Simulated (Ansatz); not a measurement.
Consider the atomization: `C[SiH2][CH2][GaH2]` → 2 C• + Ga• + 9 H• + Si•.

Isolated molecules relaxed with PBE0-D4/def2-TZVP in Ansatz; ΔE leaves out vibrations. CBS: MP2 limit from def2 TZ/QZ plus the TZ coupled-cluster correction, frozen cores. This one scheme is used for every species, atoms too. For atomizations the MP2-based limit and the directly extrapolated one differ by several kJ/mol either way, and by 10 to 25 for some Ge, Se and Sn compounds, so smaller differences from it don't rank the levels. DFT in def2-TZVPP. B3LYP here is the variant with VWN-RPA as its local correlation; programs differ in this. Open shells (•) are unrestricted, without spin–orbit coupling. Spin–orbit coupling would lower the free atoms: a little for C, Si; clearly for Ga. Bonds to Ga are less sure, by a few kJ/mol each and by 10 to 20 or more in all where they break to atoms, as the def2 sets lack core-valence functions. Scalar relativity is left out up to krypton. One conformer a species, not always the lowest.

```csv
level,ΔE (kcal/mol)
BHLYP-D4,1003.6
r2SCAN,1019.3
PBE0,1009.4
B3LYP,1005.5
LC-ωPBE,1014.8
MP2/def2-TZVPP,1001.2
SCS-MP2/def2-TZVPP,1004.7
MP2/def2-QZVPP,1012.9
```

What does CCSD(T)/CBS give? (An estimate is asked.)

The calculation gave: +1021.3 kcal/mol. The listed levels differ from it by -17.7, -2.0, -11.9, -15.8, -6.5, -20.1, -16.6, -8.4 kcal/mol.

Largest T1 diagnostic among the species: 0.013.

From PBE to PBE0 (25 % exact exchange), in def2-TZVPP and without D4, ΔE moves by −2.2 kcal/mol: exact exchange takes away binding that semilocal exchange gives to molecules. At CCSD(T), def2-SVP lies −52.3 kcal/mol from the extrapolated value and def2-TZVPP −19.7 kcal/mol: correlation converges slowly with the basis, and small sets miss more of it in the bonded molecule than in its fragments.
